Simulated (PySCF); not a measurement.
Molecules (atom-mapped SMILES):
1. `[F:1][c:2]1[n:3][cH:4][cH:5][cH:6][n:7]1`
2. `[F:1][CH2:2][C:3]1=[CH:4][CH2:5][CH2:6][O:7][CH2:8]1`

Couplings at B3LYP/pcJ-1, PySCF 2.14.0 with density-fitted response routines, geometries GFN2-xTB, gas phase, one conformer each, non-relativistic.

**Question.** List the couplings to $^{19}$F of 5 Hz or more (2 Hz over four bonds), one row for each set of pairs made equivalent by symmetry, fast rotation or ring inversion, averaged. Isotopes: $^{13}$C, $^{19}$F, $^{1}$H, $^{15}$N; all four Ramsey terms are included.

**Answer.** 
```tsv
molecule	pair	bonds	J (Hz)
1	F1, C2	1	-290.7
1	F1, N3	2	-50.4
1	F1, C4	3	9.4
1	F1, C5	4	9.1
2	F1, C2	1	-221.1
2	F1, H(C2)	2	54.4
2	F1, C3	2	16.1
2	F1, C4	3	6.6
2	F1, H(C4)	4	-5.5
2	F1, H(C8)	4	-2.6
```

One-bond C–F values run tens of Hz too large at this level.
